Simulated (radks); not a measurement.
Results of a calculation; reference values are marked as such.
All-electron atom: Pb29+ in [Kr] 4d10 4f7. Code: a radial shooting solver on a logarithmic mesh with Libxc functionals. Model: non-relativistic Kohn-Sham, PBEsol, spin-polarised, spherical densities, point nucleus; open shells are filled with parallel spins first (spin-orbit coupling, left out, can overturn this in heavy ions); relativity is left out, which matters for an element this heavy.

Normalised radial functions P(r) = r R(r), r in bohr:

```
   r/bohr * 4p up, o 4d up (the largest magnitude, 1.83, reaches the edge; | marks zero, & curves that meet)
 0.001029                             &
 0.001523                             &
 0.002254                             &
 0.003336                             &
 0.004936                             o*
 0.007306                             o *
  0.01081                             o  *
    0.016                             |o    *
  0.02368                             | o      *
  0.03505                             |   o      *
  0.05186                             |       o*
  0.07676                             *             o
   0.1136               *             |               o
   0.1681                *            |     o
   0.2488               o             |        *
   0.3682   o                         |                          *
   0.5449           o                 |                  *
   0.8064                        o    |   *
    1.193                             &
    1.766                             &
```

4p up: eigenvalue -1476.1 eV, 2 radial nodes at r = 0.0757, 0.219 bohr, <r> = 0.408 bohr, 90 % of the charge inside 0.585 bohr. 4d up: eigenvalue -1286.4 eV, 1 radial node at r = 0.192 bohr, <r> = 0.403 bohr, 90 % of the charge inside 0.591 bohr.
